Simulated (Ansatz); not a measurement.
Compare A (`C/C=C\BN`) with its isomer B (`CC1(C)BN1`).

Gas-phase electronic energies from Ansatz, PBE0-D4/def2-TZVP geometries. CCSD(T)/CBS is the MP2 limit (def2-TZVPP, def2-QZVPP) plus CCSD(T) − MP2 in def2-TZVPP, frozen cores. Functionals use def2-TZVPP. B3LYP here is the variant with VWN-RPA as its local correlation; programs differ in this. Each species was taken in one conformer, which may not be the lowest.

A:

Z-matrix (Å, degrees):
```
C
C 1 1.489
H 1 1.095 2 110.4
H 1 1.089 2 112.4 3 -121.5
H 1 1.095 2 110.4 3 117.1
C 2 1.339 1 127.1 3 121.6
H 2 1.091 1 114.5 3 -58.4
B 6 1.548 2 126.7 1 -0.0
H 6 1.092 2 115.4 1 179.9
N 8 1.395 6 119.9 2 179.6
H 8 1.199 6 123.2 2 -0.4
H 10 1.005 8 123.2 6 -180.0
H 10 1.007 8 123.2 6 0.0
```

B:

```xyz
13

C     0.3512    1.3862    0.2520
C    -0.1048   -0.0438    0.0839
C    -0.1517   -0.4949   -1.3566
B    -0.8961   -0.7943    1.2090
N     0.4210   -1.0148    1.0550
H     0.3833    1.6752    1.3043
H    -0.3284    2.0697   -0.2650
H     1.3512    1.5396   -0.1733
H    -0.8475    0.1234   -1.9306
H    -0.4763   -1.5340   -1.4405
H     0.8320   -0.4066   -1.8354
H    -1.8519   -1.0837    1.8463
H     1.3181   -1.4220    1.2509
```

Question: Which isomer does CCSD(T)/CBS put lower? Give the gap. (An estimate is asked.)

Answer: The calculation gave: A, by 146.3 kJ/mol.

Question: Give E(B) − E(A) in kJ/mol with r2SCAN-D4, B2PLYP, B3LYP, HF/def2-TZVPP, ωB97M-V, CCSD(T)/def2-TZVPP, CCSD/def2-TZVPP. (Best estimate.)

Answer: The calculation gave: r2SCAN-D4 141.9, B2PLYP 152.3, B3LYP 156.6, HF/def2-TZVPP 171.5, ωB97M-V 139.5, CCSD(T)/def2-TZVPP 147.5, CCSD/def2-TZVPP 148.9. None reverses the order clearly.

Largest T1 diagnostic: 0.012.

In def2-TZVPP, CCSD(T) changes the Hartree–Fock value by −24.0 kJ/mol (the triples alone add −1.3 kJ/mol) and MP2 by −32.6 kJ/mol.
